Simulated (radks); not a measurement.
Results of a calculation; reference values are marked as such.
Coulomb parameter of the 4d shell of the silver ion Ag2+ in the model configuration [Kr] 4d8 5s1, as a second difference U = [E(n + 0.5) + E(n - 0.5) - 2 E(n)] / (0.5)^2 with all orbitals relaxed. "Bare": the charge of the atom changes with n. "Screened": the 5s shell takes up the change at fixed total charge, which measures U(4d,4d) + U(5s,5s) - 2 U(4d,5s). Code: a radial shooting solver on a logarithmic mesh with Libxc functionals. Model: Dirac Kohn-Sham, PBE, spin-unpolarised, spherical densities, finite nucleus; open shells are shared between the two j in proportion to 2j + 1; Fermi nuclear charge, rms radius 4.5454 fm.

case              configuration  E - E(n) (eV)
start              [Kr] 4d8 5s1          0.000
bare +0.5        [Kr] 4d8.5 5s1        -14.703
bare -0.5        [Kr] 4d7.5 5s1         18.333
screened +0.5  [Kr] 4d8.5 5s0.5         -4.919
screened -0.5  [Kr] 4d7.5 5s1.5          5.527

U(bare) = 14.523 eV, U(screened by 5s) = 2.434 eV.
